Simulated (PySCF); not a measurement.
**Ionisation energy of O(5+) by level of theory**

O(5+) [He] 2s1 (2S) → O(6+) 1s2 (1S), as a difference of total energies. Calculation: PySCF 2.14, in an uncontracted even-tempered set (20 s from 0.3 bohr⁻², ratio 2.2; 9 p from 0.53 bohr⁻², ratio 2.4; 6 d from 1.6 bohr⁻², ratio 2.4; 5 f from 2.4 bohr⁻², ratio 2.4; 5 g from 3.6 bohr⁻², ratio 2.4); scalar relativity by spin-free X2C-1e. Correlated levels: nothing frozen; virtual orbitals above 40 to 60 times the deepest correlated orbital energy dropped. The calculations carry no spin-orbit coupling.

| method | ionisation energy (eV) | difference from reference (eV) |
| --- | --- | --- |
| UHF | 138.00 | -0.12 |
| LDA | 137.82 | -0.30 |
| PBE | 138.74 | +0.62 |
| PBE0 | 138.62 | +0.50 |
| r2SCAN | 137.91 | -0.21 |
| M06 | 137.62 | -0.50 |
| PW91 | 138.86 | +0.74 |
| MP2 (all electrons) | 138.12 | 0.00 |
| SCS-MP2 (all electrons) | 138.11 | -0.01 |

Reference: 138.12 eV (semi-empirical (NIST evaluation); NIST Atomic Spectra Database, ionization energies).
